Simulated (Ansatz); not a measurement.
Al2GaH6N, SMILES `[NH2][Al]([AlH2])[GaH2]` at its PBE0-D4/def2-TZVP geometry, where that method's forces vanish. Total charge 0; spin multiplicity 1.

```xyz
10

N     1.3924    0.9004   -1.0471
Al    0.1023    0.0808   -0.1364
Al    0.6673   -0.3367    2.3760
Ga   -2.0110   -0.5296   -1.3774
H     2.2743    1.1795   -0.6460
H     1.3626    1.1587   -2.0207
H    -0.4065   -0.8894    3.4208
H     2.1244   -0.0517    2.9694
H    -2.2448   -1.9482   -2.0428
H    -3.2609    0.4362   -1.4958
```

**Question.** What forces (eV/Å) does PBE-D4/def2-TZVPP give on these atoms in the Gaussian-basis code of Ansatz? (Estimate.)

**Answer.** Ansatz gave: 
```
N1  -0.078 -0.048  0.058
Al2 -0.256 -0.155  0.145
Al3 -0.020  0.018 -0.080
Ga4  0.107  0.039  0.020
H5   0.321  0.105  0.124
H6   0.008  0.100 -0.348
H7  -0.070 -0.039  0.070
H8   0.105  0.019  0.047
H9  -0.030 -0.087 -0.034
H10 -0.088  0.047 -0.003
```
